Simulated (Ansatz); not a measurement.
Consider the ligand exchange at a Ge–O bond: `NC#C[O][GeH3]` + HBr → `[GeH3][Br]` + `NC#CO`.

Gas-phase electronic energies from Ansatz, PBE0-D4/def2-TZVP geometries. CCSD(T)/CBS adds triple-zeta CCSD(T) − MP2 to the extrapolated MP2 energy (def2 sets, frozen cores). DFT in def2-TZVPP. B3LYP here is the variant with VWN-RPA as its local correlation; programs differ in this. For Br, Ge outer-core shells are correlated without core-valence functions, which leaves a few kJ/mol of doubt a bond. Scalar relativity is left out up to krypton. Each species was taken in one conformer, which may not be the lowest.

| level | ΔE (kcal/mol) |
| --- | --- |
| B3LYP-D4 | -11.2 |
| HF/def2-QZVPP | -12.6 |

Q: What does CCSD(T)/CBS give? (Best estimate.)

A: The calculation gave: -11.2 kcal/mol. The listed levels differ from it by 0.0, -1.4 kcal/mol.

Largest T1 diagnostic among the species: 0.013.

From PBE to PBE0 (25 % exact exchange), in def2-TZVPP and without D4, ΔE moves by −1.0 kcal/mol. In def2-TZVPP, CCSD(T) changes the Hartree–Fock value by +2.8 kcal/mol (the triples alone add +0.5 kcal/mol) and MP2 by +2.7 kcal/mol.
